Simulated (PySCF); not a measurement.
SMILES CC(C)C(=O)OCCO (GFN2-xTB optimised geometry):

```
21

C      0.026     2.579     0.970
C     -0.535     1.543     0.000
C     -0.564     2.086    -1.432
C      0.344     0.307     0.000
O      1.545     0.307     0.000
O     -0.402    -0.808    -0.040
C      0.291    -2.057    -0.085
C      0.517    -2.590     1.332
O     -0.687    -2.938     1.963
H     -0.016     2.213     1.993
H     -0.546     3.501     0.906
H      1.064     2.788     0.722
H     -1.545     1.246     0.295
H      0.445     2.336    -1.754
H     -1.178     2.982    -1.476
H     -0.976     1.347    -2.115
H      1.251    -1.920    -0.591
H     -0.351    -2.735    -0.650
H      1.062    -1.833     1.914
H      1.116    -3.501     1.288
H     -1.289    -2.186     1.903
```

Computed with CAM-B3LYP/def2-SVP (PySCF).

Q: What are the frontier orbital energies and the dipole moment?

A: HOMO-2 -10.31 eV, HOMO-1 -9.47 eV, HOMO -9.07 eV, LUMO 1.61 eV, LUMO+1 2.45 eV; dipole moment 1.83 D.

On the same geometry PySCF with PBE/def2-SVP gives HOMO-2 -7.28 eV, HOMO-1 -6.31 eV, HOMO -5.90 eV, LUMO -0.74 eV, LUMO+1 0.72 eV; dipole moment 1.71 D.

Meta-Löwdin charges at CAM-B3LYP/def2-SVP: C1 -0.29, C2 -0.07, C3 -0.28, C4 0.51, O5 -0.45, O6 -0.36, C7 0.01, C8 0.04, O9 -0.51, H10 0.10, H11 0.10, H12 0.11, H13 0.10, H14 0.10, H15 0.10, H16 0.10, H17 0.11, H18 0.11, H19 0.09, H20 0.11, H21 0.31.
